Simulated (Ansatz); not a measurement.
Cartesian coordinates in Å:
```
O 1.037 -0.545 -0.341
C -0.156 -0.277 -1.160
Ge -1.181 0.896 0.130
Al 0.712 0.059 1.496
F 0.420 -1.371 2.302
H 1.563 -1.289 -0.652
H 0.169 0.193 -2.087
H -0.658 -1.222 -1.366
H -2.624 0.362 0.187
H -1.248 2.306 -0.491
H 1.967 0.890 1.983
```

Charge 0, multiplicity 1. The bonds changed during the relaxation, so this is another structure than the one it started from.

Problem. List the r2SCAN/def2-TZVPP orbital energies in eV (Ansatz 0.2.0). (An estimate is asked.)

Solution. Ansatz gave: Occupied: -10833.62, -1516.97, -1348.76, -1198.82, -1198.80, -1198.79, -664.52, -518.17, -275.05, -166.91, -116.64, -116.59, -116.54, -110.40, -70.69, -70.58, -70.52, -29.93, -29.90, -29.85, -29.82, -29.80, -29.26, -28.83, -18.76, -15.27, -13.70, -12.43, -12.06, -10.55, -9.42, -9.29, -8.86, -8.29, -8.16, -8.03, -6.11. Lowest empty: -0.84, -0.15, -0.02, 0.50, 1.24, 1.69, 2.16, 2.37.
